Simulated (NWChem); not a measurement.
System: InHI$_{2}$; SMILES [InH]([I])[I]

Output (shortened):

```
             Northwest Computational Chemistry Package (NWChem) 7.3.0
             --------------------------------------------------------

 C2V symmetry detected

                             Geometry "geometry" -> ""
                             -------------------------

 Output coordinates in angstroms (scale by  1.889725989 to convert to a.u.)

  No.       Tag          Charge          X              Y              Z
 ---- ---------------- ---------- -------------- -------------- --------------
    1 In                  49.0000     0.00000000     0.00000000    -0.96127294
    2 H                    1.0000     0.00000000     0.00000000    -2.67555094
    3 I                   53.0000    -2.25203400     0.00000000     0.46960306
    4 I                   53.0000     2.25203400     0.00000000     0.46960306

 Effective nuclear repulsion energy (a.u.)    1389.7814142386

      Symmetry information
      --------------------

 Group name             C2v
 Group number             16
 Group order               4
 No. of unique centers     3

 Summary of "ao basis" -> "ao basis" (spherical)
 ------------------------------------------------------------------------------
       Tag                 Description            Shells   Functions and Types
 ---------------- ------------------------------  ------  ---------------------
 In                         def2-svp                10       26   4s4p2d
 H                          def2-svp                 3        5   2s1p
 I                          def2-svp                10       26   4s4p2d

      Symmetry analysis of basis
      --------------------------

        a1         33
        a2         10
        b1         25
        b2         15

            General Information
            -------------------
          SCF calculation type: DFT
          Wavefunction type:  closed shell.
          No. of atoms     :     4
          No. of electrons :    72
           Alpha electrons :    36
            Beta electrons :    36
          Charge           :     0
          Spin multiplicity:     1
          Use of symmetry is: on ; symmetry adaption is: on
          Maximum number of iterations: 150
          AO basis - number of functions:    83
                     number of shells:    33
          Convergence on energy requested:  1.00D-06
          Convergence on density requested:  1.00D-05
          Convergence on gradient requested:  5.00D-04

              XC Information
              --------------
          PerdewBurkeErnzerhof Exchange Functional  1.000
            Perdew 1991 LDA Correlation Functional  1.000 local
           PerdewBurkeErnz. Correlation Functional  1.000 non-local

             Grid Information
             ----------------
          Grid used for XC integration:  medium
          Radial quadrature: Mura-Knowles
          Angular quadrature: Lebedev.
          Tag              B.-S. Rad. Rad. Pts. Rad. Cut. Ang. Pts.
          ---              ---------- --------- --------- ---------
          In                  1.55      123          10.0       590
          H                   0.35       45          11.0       434
          I                   1.40      123          12.0       590
          Grid pruning is: on
          Number of quadrature shells:   291
          Spatial weights used:  Erf1

      Superposition of Atomic Density Guess
      -------------------------------------

 Sum of atomic energies:        -912.80382066

      Non-variational initial energy
      ------------------------------

 Total energy =    -783.302705
 1-e energy   =   -1959.514638
 2-e energy   =     881.211945
 HOMO         =      -0.336133
 LUMO         =      -0.028253

      Symmetry analysis of molecular orbitals - initial
      -------------------------------------------------

  Numbering of irreducible representations:

     1 a1          2 a2          3 b1          4 b2

  Orbital symmetries:

     1 a1          2 b1          3 a1          4 b1          5 a1
     6 b2          7 a2          8 b1          9 a1         10 a1
    11 b1         12 b2         13 a1         14 b1         15 a1
    16 b2         17 a2         18 b1         19 a1         20 b2
    21 a2         22 b1         23 b1         24 a1         25 a1
    26 b2         27 a2         28 a1         29 b1         30 a1
    31 b1         32 a1         33 b2         34 a2         35 b1
    36 a1         37 a1         38 b2         39 b1         40 a1
    41 a1         42 b1         43 a1         44 b2         45 a2
    46 b1

   convergence    iter        energy       DeltaE   RMS-Dens  Diis-err
 ---------------- ----- ----------------- --------- --------- ---------
 d= 0,ls=0.0,diis     1   -786.1345165294 -1.08D+03  2.56D-02  3.17D-01
 d= 0,ls=0.0,diis     2   -785.9707971359  1.64D-01  1.67D-02  1.08D+00
 d= 0,ls=0.0,diis     3   -786.1967431784 -2.26D-01  2.57D-03  2.38D-02
 d= 0,ls=0.0,diis     4   -786.2007465216 -4.00D-03  7.86D-04  1.62D-03
 d= 0,ls=0.0,diis     5   -786.2009771135 -2.31D-04  2.57D-04  2.20D-04
  Resetting Diis
 d= 0,ls=0.0,diis     6   -786.2010151417 -3.80D-05  6.75D-05  1.59D-05
 d= 0,ls=0.0,diis     7   -786.2010192822 -4.14D-06  1.93D-05  2.44D-07
 d= 0,ls=0.0,diis     8   -786.2010192349  4.73D-08  1.19D-05  5.56D-07
 d= 0,ls=0.0,diis     9   -786.2010193298 -9.49D-08  2.60D-06  2.41D-08

         Total DFT energy =     -786.201019329784
      One electron energy =    -1960.235798644738
           Coulomb energy =      940.566436183126
    Exchange-Corr. energy =      -61.531643722274
 Nuclear repulsion energy =      294.999986854102

 Numeric. integr. density =       72.000008354621

                  Occupations of the irreducible representations
                  ----------------------------------------------

                     irrep           alpha         beta
                     --------     --------     --------
                     a1               14.0         14.0
                     a2                5.0          5.0
                     b1               11.0         11.0
                     b2                6.0          6.0

                       DFT Final Molecular Orbital Analysis
                       ------------------------------------

 Vector   34  Occ=2.000000D+00  E=-2.429010D-01  Symmetry=a2
              MO Center= -1.5D-13,  4.0D-16,  4.4D-01, r^2= 7.0D+00
   Bfn.  Coefficient  Atom+Function         Bfn.  Coefficient  Atom+Function
  ----- ------------  ---------------      ----- ------------  ---------------
    43      0.430752  3 I  py                69     -0.430752  4 I  py
    46      0.389662  3 I  py                72     -0.389662  4 I  py
    40     -0.175599  3 I  py                66      0.175599  4 I  py
    37     -0.142114  3 I  py                63      0.142114  4 I  py
    17      0.073127  1 In d -2              22     -0.038192  1 In d -2

 Vector   35  Occ=2.000000D+00  E=-2.416787D-01  Symmetry=a1
              MO Center= -1.3D-13,  3.2D-16,  2.9D-01, r^2= 7.0D+00
   Bfn.  Coefficient  Atom+Function         Bfn.  Coefficient  Atom+Function
  ----- ------------  ---------------      ----- ------------  ---------------
    44      0.397991  3 I  pz                70      0.397991  4 I  pz
    47      0.353243  3 I  pz                73      0.353243  4 I  pz
    41     -0.161969  3 I  pz                67     -0.161969  4 I  pz
    38     -0.131074  3 I  pz                64     -0.131074  4 I  pz
    28      0.124826  2 H  s                 27      0.123801  2 H  s

 Vector   36  Occ=2.000000D+00  E=-2.363450D-01  Symmetry=b1
              MO Center=  1.2D-13, -4.6D-16,  4.2D-01, r^2= 7.1D+00
   Bfn.  Coefficient  Atom+Function         Bfn.  Coefficient  Atom+Function
  ----- ------------  ---------------      ----- ------------  ---------------
    42      0.310347  3 I  px                44      0.310880  3 I  pz
    68      0.310347  4 I  px                70     -0.310880  4 I  pz
    47      0.278135  3 I  pz                73     -0.278135  4 I  pz
    45      0.272705  3 I  px                71      0.272705  4 I  px
    39     -0.125734  3 I  px                41     -0.126211  3 I  pz

 Vector   37  Occ=0.000000D+00  E=-1.070518D-01  Symmetry=a1
              MO Center=  1.0D-14,  3.1D-14, -4.8D-01, r^2= 6.4D+00
   Bfn.  Coefficient  Atom+Function         Bfn.  Coefficient  Atom+Function
  ----- ------------  ---------------      ----- ------------  ---------------
     3      0.705353  1 In s                  4      0.695067  1 In s
    28     -0.410632  2 H  s                 45     -0.410420  3 I  px
    71      0.410420  4 I  px                 1     -0.350115  1 In s
    42     -0.267731  3 I  px                68      0.267731  4 I  px
    27     -0.247536  2 H  s                 35     -0.204307  3 I  s

 Vector   38  Occ=0.000000D+00  E=-1.012979D-01  Symmetry=b2
              MO Center=  1.5D-14, -3.3D-14, -8.3D-01, r^2= 4.8D+00
   Bfn.  Coefficient  Atom+Function         Bfn.  Coefficient  Atom+Function
  ----- ------------  ---------------      ----- ------------  ---------------
    12      0.629568  1 In py                15      0.524918  1 In py
    46     -0.243272  3 I  py                72     -0.243272  4 I  py
    43     -0.178448  3 I  py                69     -0.178448  4 I  py
     9     -0.160161  1 In py                 6     -0.147547  1 In py
    40      0.072712  3 I  py                66      0.072712  4 I  py

[...]
```

Level: PBE/def2-SVP with def2 effective core potentials on In, I, vertical spin-unrestricted ions. The geometry was optimised at PBE0/def2-SVP. No frequency run checked for a minimum. def2 effective core potentials on In, I; no spin-orbit coupling.

### Question
Write an input that gives this output.

### Answer
One answer among several that fit: the input that was run:
```
start job
memory heap 200 mb stack 900 mb global 1100 mb
geometry units angstroms noautoz
  In     0.000000     0.000000    -0.945522
  H      0.000000     0.000000    -2.659800
  I     -2.252034     0.000000     0.485354
  I      2.252034     0.000000     0.485354
end
basis spherical
  * library def2-svp
end
ecp
  In library def2-ecp
  I library def2-ecp
end
dft
  xc xpbe96 cpbe96
  iterations 150
  vectors input atomic output neutral.movecs
end
task dft energy
charge 1
dft
  odft
  mult 2
  vectors input atomic output cation.movecs
end
task dft energy
```
